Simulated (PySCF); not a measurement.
```xyz
7

O      1.1616    -0.6847    -0.2189
B      0.0000     0.0000     0.0000
O     -1.1812    -0.6770     0.1122
O      0.0196     1.3617     0.1068
H      1.9204    -0.1006    -0.2790
H     -1.0654    -1.6250     0.0196
H     -0.8550     1.7256     0.2594
```

Charge 0, multiplicity 1.

### Question
Give the Mulliken and meta-Löwdin atomic charges from PySCF 2.14.0 with PBE0-D3(BJ)/def2-TZVP.

### Answer

| atom | Mulliken (e) | meta-Löwdin (e) |
|---|---|---|
| O1 | -0.45 | -0.56 |
| B2 | 0.35 | 0.58 |
| O3 | -0.45 | -0.56 |
| O4 | -0.45 | -0.56 |
| H5 | 0.34 | 0.36 |
| H6 | 0.34 | 0.36 |
| H7 | 0.34 | 0.36 |
